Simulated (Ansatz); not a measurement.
`[NH]=[Mo](=[NH])([OH])[F]`. Total charge 0; spin multiplicity 1. Correlated methods include outer-core shells of Mo, which these sets cover unevenly. Mo: def2 effective core potential.

Z-matrix (Å, degrees):
```
Mo
N 1 1.718
O 1 1.884 2 107.3
N 1 1.721 2 109.9 3 117.8
F 1 1.864 2 109.1 3 -123.2
H 2 1.010 1 155.9 3 -120.4
H 3 0.961 1 119.3 2 136.5
H 4 1.011 1 152.0 2 2.0
```

Question: Give the diagnostics of a CCSD(T)/def2-TZVPP run (frozen core, Ansatz). (Estimate.)

Answer: The calculation gave: T1 = 0.0219, largest single amplitude 0.038, largest double 0.054, (T) share of the correlation energy 5.5 %, 14 CCSD cycles. The RHF solution is unstable towards an unrestricted one. T1 lies over the customary mark of 0.02 for closed shells; compounds of d metals often pass it without a breakdown.
